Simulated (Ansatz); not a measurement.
Species: C₂H₃ (charge +1, singlet). It need not be the lowest isomer of its formula. 
Structure (B3LYP-D3(BJ)/def2-TZVP (Ansatz, a quantum-chemistry and plane-wave program) minimum search):
SMILES: [CH][CH2+]
```xyz
5

C     -0.5795    -0.0017    -0.0062
C      0.6720     0.0020     0.0071
H      1.7532     0.0052     0.0186
H     -1.1567     0.9359    -0.0245
H     -1.1514    -0.9427    -0.0001
```
Charge +1, spin multiplicity 1.

Wanted: vertical triplet-singlet gap (E(triplet) - E(singlet); each state is the SCF solution reached for its spin; for the singlet T1 is 0.026), in kcal/mol. Valence correlation only, unless marked. UHF or UKS for open shells. No spin-orbit coupling. No relativistic terms. CBS marks a two-point X^-3 extrapolation of the correlation energy; Hartree-Fock from the larger set.

CCSD(T)/CBS(def2-TZVPPD,def2-QZVPPD) (Ansatz) gives 63.1 kcal/mol.

Q: Another calculation gave 61.3 kcal/mol. Which level was it?
(A) PBE0/def2-TZVPD (Ansatz)
(B) PBE/def2-TZVPD (Ansatz)
(C) BHLYP/def2-TZVPD (Ansatz)
(D) SVWN5/def2-TZVPD (Ansatz)

A: B, PBE/def2-TZVPD (Ansatz). The others give 55.7 (PBE0), 52.5 (BHLYP), 67.9 (SVWN5) kcal/mol.
